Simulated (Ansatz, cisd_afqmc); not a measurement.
Species: Br, charge -1, singlet.

Total energies in aug-cc-pVTZ, 8 correlated electrons, 14 frozen orbitals. Open shells are spin-unrestricted; no spin-orbit coupling. Cores are frozen in correlated methods (noble-gas shells, and filled d and f shells in the p block). No relativity. AFQMC is phaseless with a CISD trial state; ± is one standard error, without the phaseless bias. Outlying blocks are dropped, and bars are widened where a walk drifts. Over all cases where full CI ran beside it in this data, AFQMC minus full CI had a median of +0.1 mEh and passed +0.4 mEh in a tenth of the cases. Spin-orbit terms, left out, reach several kcal/mol for Br and I, and more for heavier atoms.

```tsv
method	program	energy (Eh)	minus CCSDTQ (mEh)
HF	Ansatz	-2572.53368	197.48
MP2	Ansatz	-2572.70845	22.70
CCSD	Ansatz	-2572.72258	8.57
CCSD(T)	Ansatz	-2572.73038	0.78
CCSDT(Q)	Ansatz	-2572.73114	0.02
CCSDTQ	Ansatz	-2572.73116	0.00
AFQMC/CISD	cisd_afqmc	-2572.7312 ± 0.0002	0.0 ± 0.2
```

Ansatz is an electronic-structure program.
